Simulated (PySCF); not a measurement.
**Frontier levels across methods**

CH₇BClPSi.
Z-matrix (Å and degrees, PBE0-D3(BJ)/def2-SVP geometry), rows numbered from 1:
```
C 
B   1  1.5613
Cl  2  1.7735  1  118.56
P   2  1.8964  1  124.70  3   175.55
Si  4  2.2538  2  101.78  1   137.26
H   1  1.0986  2  114.24  3  -174.85
H   1  1.1043  2  108.52  3    64.11
H   1  1.1027  2  110.35  3   -51.46
H   4  1.4236  2  100.19  1    34.06
H   5  1.4937  4  107.01  2  -157.41
H   5  1.4936  4  113.77  2   -36.69
H   5  1.4902  4  107.77  2    84.92
```

Basis pcSseg-2 throughout (PySCF), one geometry. The structure is a single PBE0-D3(BJ)/def2-SVP conformer in the gas phase; no vibrational or solvent corrections.

Question: How do the orbital energies, the gap and the dipole change with the method?

Answer: 
```tsv
method	kind	HOMO (eV)	LUMO (eV)	gap (eV)	μ (D)	SCF cycles
BLYP	GGA	-6.15	-2.14	4.00	1.35	14
B97-D	GGA	-6.26	-2.13	4.13	1.42	15
OPBE	GGA	-6.31	-2.22	4.09	1.47	15
PBE	GGA	-6.31	-2.32	3.99	1.41	14
KT2	GGA	-6.36	-2.32	4.04	1.42	15
KT3	GGA	-6.37	-2.26	4.12	1.40	15
BP86	GGA	-6.40	-2.38	4.01	1.41	14
LDA	LDA	-6.40	-2.52	3.88	1.47	13
B97-2	global hybrid	-7.15	-1.42	5.73	1.50	13
B3LYP	global hybrid	-7.16	-1.60	5.57	1.44	12
PBE0	global hybrid	-7.38	-1.43	5.95	1.50	13
mPW1PW91	global hybrid	-7.40	-1.43	5.97	1.50	12
BHandHLYP	global hybrid	-8.31	-0.38	7.93	1.53	12
CAM-B3LYP	range-separated hybrid	-8.61	-0.32	8.29	1.51	12
wB97X-D	range-separated hybrid	-9.16	0.37	9.53	1.54	13
HF	Hartree–Fock	-9.77	2.06	11.83	1.66	11
LC-wPBE	range-separated hybrid	-9.92	0.74	10.67	1.60	13
```

The HOMO spans 3.78 eV, from BLYP down to LC-wPBE, and the gap runs from 3.88 eV (LDA) to 11.83 eV (HF). Over the methods BLYP (0 %), B97-D (0 %), OPBE (0 %), PBE (0 %), KT2 (0 %), KT3 (0 %), BP86 (0 %), LDA (0 %), B97-2 (21 %), B3LYP (20 %), PBE0 (25 %), mPW1PW91 (25 %), BHandHLYP (50 %), HF (100 %), a straight line through the gap against the share of exact exchange rises by 0.78 eV for each 10 % (correlation coefficient 1.000). The dipole ranges from 1.35 D (BLYP) to 1.66 D (HF). This basis has no diffuse functions.
